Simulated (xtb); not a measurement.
HAl, charge -1, doublet, at the geometry of the source list (GFN-xTB shapes and energies of metal compounds can be far from the true ones) (a state made from the parent by changing its charge; the spin is typed, not shown lowest); GFN1-xTB in xtb.

The xtb input:
```
$ xtb mol.xyz --gfn 1 --chrg -1 --uhf 1 --json

# file mol.xyz
2

Al     0.44950000     0.13630000    -0.65720000
H     -0.44950000    -0.13630000     0.65720000
```

Problem. Predict the main parts of the log of this xtb run.

Solution. 
```
   ID    Z sym.   atoms
    1   13 Al     1
    2    1 H      2

           -------------------------------------------------
          |                Calculation Setup                |
           -------------------------------------------------

           -------------------------------------------------
          |                 G F N 1 - x T B                 |
           -------------------------------------------------

          ...................................................
          :                      SETUP                      :
          :.................................................:
          :  # basis functions                  12          :
          :  # atomic orbitals                  11          :
          :  # shells                            5          :
          :  # electrons                         5          :
          :  # halogen bonds                     0          :
          :  max. iterations                   250          :
          :  Hamiltonian                  GFN1-xTB          :
          :  restarted?                      false          :
          :  GBSA solvation                  false          :
          :  PC potential                    false          :
          :  electronic temp.          300.0000000     K    :
          :  accuracy                    1.0000000          :
          :  -> integral cutoff          0.2500000E+02      :
          :  -> integral neglect         0.1000000E-07      :
          :  -> SCF convergence          0.1000000E-05 Eh   :
          :  -> wf. convergence          0.2000000E-04 e    :
          :  Broyden damping             0.4000000          :
          :  net charge                         -1          :
          :  unpaired electrons                  1          :
          ...................................................

 iter      E             dE          RMSdq      gap      omega  full diag
   1     -1.8178423 -0.181784E+01  0.524E+00    0.00       0.0  T
   2     -1.8178781 -0.357558E-04  0.312E+00    0.00       1.0  T
   3     -1.8178908 -0.126539E-04  0.602E-02    0.00       1.2  T
   4     -1.8178909 -0.120855E-06  0.163E-02    0.00       4.3  T
   5     -1.8178909 -0.112347E-07  0.261E-05    0.00    2713.3  T
   6     -1.8178909  0.133227E-14  0.143E-05    0.00    4956.8  T

   *** convergence criteria satisfied after 6 iterations ***

         :::::::::::::::::::::::::::::::::::::::::::::::::::::
         ::                     SUMMARY                     ::
         :::::::::::::::::::::::::::::::::::::::::::::::::::::
         :: total energy              -1.815203943668 Eh    ::
         :: gradient norm              0.053841197600 Eh/a0 ::
         :: HOMO-LUMO gap              0.000000000000 eV    ::
         ::.................................................::
         :: SCC energy                -1.817890882188 Eh    ::
         :: -> electrostatic           0.099829012773 Eh    ::
         :: repulsion energy           0.002851036985 Eh    ::
         :: dispersion energy         -0.000164098464 Eh    ::
         :: halogen bond corr.         0.000000000000 Eh    ::
         :: add. restraining           0.000000000000 Eh    ::
         :: total charge              -1.000000000000 e     ::
         :::::::::::::::::::::::::::::::::::::::::::::::::::::

           -------------------------------------------------
          |                Property Printout                |
           -------------------------------------------------

    * Orbital Energies and Occupations

         #    Occupation            Energy/Eh            Energy/eV
      -------------------------------------------------------------
         1        2.0000           -0.3314382              -9.0189
         2        2.0000           -0.1861592              -5.0657
         3        0.5000            0.0287212               0.7815 (HOMO)
         4        0.5000            0.0287212               0.7815 (LUMO)
         5                          0.0737866               2.0078
         6                          0.0854719               2.3258
         7                          0.0854719               2.3258
         8                          0.0854719               2.3258
         9                          0.0854719               2.3258
        10                          0.2075153               5.6468
        11                          0.8641612              23.5150
      -------------------------------------------------------------
                  HL-Gap            0.0000000 Eh            0.0000 eV
             Fermi-level           -0.0249989 Eh           -0.6803 eV

  Mulliken/CM5 charges         n(s)   n(p)   n(d)
     1Al   -0.79519 -0.86334   1.958  1.742  0.094
     2H    -0.20481 -0.13666   1.205  0.000  0.000

Wiberg/Mayer (AO) data.
largest (>0.10) Wiberg bond orders for each atom

 ---------------------------------------------------------------------------
     #   Z sym  total        # sym  WBO       # sym  WBO       # sym  WBO
 ---------------------------------------------------------------------------
     1  13 Al   0.955 --     2 H    0.955
     2   1 H    0.955 --     1 Al   0.955
 ---------------------------------------------------------------------------

Topologies differ in total number of bonds
Writing topology from bond orders to xtbtopo.mol

 dipole moment from electron density (au)
     X       Y       Z
  -0.3264  -0.0990   0.4772  total (Debye):    1.491

           -------------------------------------------------
          | TOTAL ENERGY               -1.815203943668 Eh   |
          | GRADIENT NORM               0.053841197600 Eh/α |
          | HOMO-LUMO GAP               0.000000000000 eV   |
           -------------------------------------------------

normal termination of xtb
```
